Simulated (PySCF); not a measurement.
Q: Give a PBE0-D3(BJ)/def2-SVP geometry of `[CH2]C(C)(C)C(C)C` [radical]. (Doublet state.)

A: 
Z-matrix in Å and degrees, rows numbered from 1:
```
C 
C   1  1.4990
C   2  1.5396  1  107.75
C   2  1.5315  1  109.80  3  -118.52
C   2  1.5645  1  108.62  3   118.73
C   5  1.5258  2  114.19  1  -174.07
C   5  1.5260  2  112.53  1    59.52
H   1  1.0926  2  122.07  3   117.88
H   1  1.0943  2  119.75  3   -61.30
H   3  1.1008  2  111.74  1  -175.37
H   3  1.1006  2  110.37  1   -55.66
H   3  1.1017  2  111.07  1    63.86
H   4  1.1001  2  111.76  1   -60.17
H   4  1.1004  2  111.63  1   178.66
H   4  1.1011  2  110.18  1    59.35
H   5  1.1063  2  105.08  1   -56.78
H   6  1.1019  5  111.52  2   -64.43
H   6  1.0991  5  112.71  2    57.19
H   6  1.1012  5  110.09  2   176.87
H   7  1.1017  5  111.56  2    69.20
H   7  1.1010  5  110.61  2  -171.67
H   7  1.1007  5  111.56  2   -51.51
```

The C–C distances run from 1.499 Å (C1–C2, drawn single) to 1.564 Å (C2–C5, drawn single), a spread of 0.065 Å. C1 (carbon bonded to C and 2 H) is planar (angles 122.1°, 119.7° and 118.2°, sum 360.0°, 0.00 Å off the plane of its three neighbours). Of the pairs four or more bonds apart, C1···H22 is among the closest relative to their van der Waals radii: 2.59 Å, 89 % of the sum of Bondi's values.

Level of theory: PySCF 2.14.0, PBE0-D3(BJ)/def2-SVP geometry optimisation, gas phase.

PBE0-D3(BJ)/def2-SVP frequencies: not computed here. ⟨S²⟩ = 0.755 (exact for a doublet: 0.75). Torsions: H–C1–C2–C3 118° and -61°, C1–C2–C5–C6 -174°.

One conformer stands for the species.
